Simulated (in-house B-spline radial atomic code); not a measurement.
Configurations of the ytterbium ion Yb⁵⁺, with energies counted from [Kr] 4d10 (4f5/2)6 (4f7/2)6 5s2 (5p1/2)2 (5p3/2)3. Method: Dirac-Hartree-Fock, average of each configuration as written, Fermi nucleus of rms radius 5.3108 fm. Calculated with a B-spline radial code for spherical atoms. Energies include first-order Breit, QED and recoil terms.

Occupations are held fixed; configurations that lie above the ionisation limit could autoionise.

| configuration | E - E(ref) (eV) | highest orbital | its <r> (bohr) |
| --- | --- | --- | --- |
| [Kr] 4d10 (4f5/2)5 (4f7/2)7 5s2 (5p1/2)1 (5p3/2)4 | 9.134 | 4f7/2 | 0.6794 |
| [Kr] 4d10 (4f5/2)4 (4f7/2)8 5s2 (5p1/2)1 (5p3/2)4 | 9.6632 | 4f7/2 | 0.6781 |
| [Kr] 4d10 (4f5/2)4 (4f7/2)7 5s2 (5p1/2)2 (5p3/2)3 (9g9/2)1 | 79.254 | 9g9/2 | 18.41 |
| [Kr] 4d10 (4f5/2)5 (4f7/2)6 5s2 (5p1/2)1 (5p3/2)4 (9p3/2)1 | 80.51 | 9p3/2 | 10.42 |
| [Kr] 4d10 (4f5/2)5 (4f7/2)7 5s2 (5p1/2)1 (5p3/2)3 9s1 | 90.075 | 9s1/2 | 9.579 |
| [Kr] (4d3/2)4 (4d5/2)5 (4f5/2)6 (4f7/2)6 5s2 (5p1/2)2 (5p3/2)3 7s1 | 239.21 | 7s1/2 | 4.354 |
| [Kr] (4d3/2)3 (4d5/2)6 (4f5/2)5 (4f7/2)7 5s2 (5p1/2)2 (5p3/2)3 (8p1/2)1 | 263.24 | 8p1/2 | 7.24 |

(1) Order these further configurations by energy, lowest first.
A. [Kr] 4d10 (4f5/2)6 (4f7/2)6 5s2 (5p1/2)2 (5p3/2)2 (7g9/2)1
B. [Kr] 4d10 (4f5/2)3 (4f7/2)8 5s2 (5p1/2)2 (5p3/2)3 (5f7/2)1
C. [Kr] (4d3/2)4 (4d5/2)5 (4f5/2)5 (4f7/2)7 5s2 (5p1/2)1 (5p3/2)4 8s1
D. [Kr] 4d10 (4f5/2)3 (4f7/2)8 5s2 (5p1/2)2 (5p3/2)3 (7d3/2)1
E. [Kr] 4d10 (4f5/2)3 (4f7/2)8 5s2 (5p1/2)2 (5p3/2)3 (5g9/2)1

(2) How far above the reference does [Kr] 4d10 (4f5/2)5 (4f7/2)7 5s2 (5p1/2)1 (5p3/2)3 6s1 lie?

(3) How far above the reference does [Kr] 4d10 (4f5/2)5 (4f7/2)6 5s2 (5p1/2)2 (5p3/2)3 (8p1/2)1 lie?

Answers

(1) B (54.787 eV), E (65.915 eV), D (66.184 eV), A (83.579 eV), C (260.84 eV).

(2) 52.594 eV; its least bound orbital is 6s1/2 with <r> = 2.516 bohr.

(3) 67.351 eV; its least bound orbital is 8p1/2 with <r> = 7.243 bohr.
